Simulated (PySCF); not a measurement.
Geometry (Å), atoms numbered from 1 in this order:
```xyz
6

Cu    0.002    0.011   -1.539
As    0.003   -0.012    0.731
H     0.826   -1.034    1.479
H    -1.292   -0.221    1.478
H     0.471    1.208    1.489
Cl   -0.010    0.048   -3.637
```

Geometry: PBE0-D3(BJ)/def2-SVP; GIAO shifts from PySCF, gas phase, non-relativistic, averaged over equivalent atoms.

At PBE/pcSseg-1 (pcSseg-2 on Cu) (153 basis functions, 14 s wall time on 1 thread of an Arm Neoverse V2, shared host):
| atoms | δ (ppm) |
| --- | --- |
| As2 | 136.7 |
| H3/H4/H5 | 3.95 |
| Cl6 | -22.6 |

Scale: AsH3 for ⁷⁵As (σref 1871.14); ¹H (σref 31.20) against TMS; ³⁵Cl (σref 933.68) against HCl (reference shieldings calculated alike).

Q: Estimate the result of repeating the calculation with PBE0/pcSseg-1 (pcSseg-2 on Cu).

A: 
```json
{"atoms": "As2", "δ at PBE0/pcSseg-1 (pcSseg-2 on Cu)": "129.1", "change": "-7.6"}
{"atoms": "H3/H4/H5", "δ at PBE0/pcSseg-1 (pcSseg-2 on Cu)": "3.76", "change": "-0.19"}
{"atoms": "Cl6", "δ at PBE0/pcSseg-1 (pcSseg-2 on Cu)": "-86.1", "change": "-63.5"}
```

Shifts are taken against calculated references (same method and geometry level): ⁷⁵As (σ = 1910.42 ppm) vs AsH3; ¹H (σ = 31.27 ppm) against TMS; ³⁵Cl (σ = 943.27 ppm) against HCl.

The largest change is at Cl6 (chlorine bonded to Cu). Cost: 153 basis functions, 13 s wall time on 1 thread of an Arm Neoverse V2, shared host.

Relativistic effects, spin–orbit coupling among them, are left out; they matter for As and for the light atoms bonded to it.
